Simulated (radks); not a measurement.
The numbers below are computed, except where a source is named.
Task: The mean radii <r> (bohr) of the occupied orbitals of an atom or ion are listed with their occupations. Level of theory: Dirac Kohn-Sham, LDA (Slater exchange, Perdew-Wang correlation), spin-unpolarised, spherical densities, finite nucleus; Fermi nuclear charge, rms radius of each element as measured or else 0.836 A^(1/3) + 0.57 fm (a radial shooting solver on a logarithmic mesh with Libxc functionals).

orbital  occ.      <r>
1s1/2       2  0.02725
2s1/2       2   0.1168
2p1/2       2  0.09851
2p3/2       4   0.1042
3s1/2       2   0.3143
3p1/2       2   0.3043
3p3/2       4   0.3159
3d3/2       4   0.2867
3d5/2       6   0.2903
4s1/2       2   0.7398
4p1/2       2   0.7722
4p3/2       4   0.8007
4d3/2       4   0.9118
4d5/2       6   0.9231
5p1/2       2    2.203
5p3/2       4    2.296

Name the element and its charge. Open shells, if any, fill j = l - 1/2 first.

Result: Z = 53, iodine, charge +1: I+ in [Kr] 4d10 5p6. The 1s radius gives Z: for a bare nucleus <r> = (2 gamma + 1)/(2Z) with gamma = sqrt(1 - (Z/c)^2), 0.02683 bohr for Z = 53, and screening makes it slightly larger (0.02725 here). The occupations add up to 52, and the charge is Z minus that.
